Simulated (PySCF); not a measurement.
## Correlation energy of Mn (manganese, neutral)

[Ar] 3d5 4s1 5s1, high-spin 8S determinant (an excited configuration). Calculation: PySCF 2.14, in aug-cc-pVTZ-DK (8s7p5d3f2g, 93 functions); scalar relativity by spin-free X2C-1e. Frozen: [Ar]; 7 electrons correlated.

| level | correlation energy (mhartree) |
| --- | --- |
| CCSD | -97.60 |
| (T) | -1.75 |
| CCSD(T) | -99.35 |

Diagnostics: T1 = 0.015, D1 = 0.0495, largest double amplitude 0.050.

Question: Is a single reference adequate?

Answer: Yes: T1 lies below 0.03 and no double amplitude reaches 0.07.
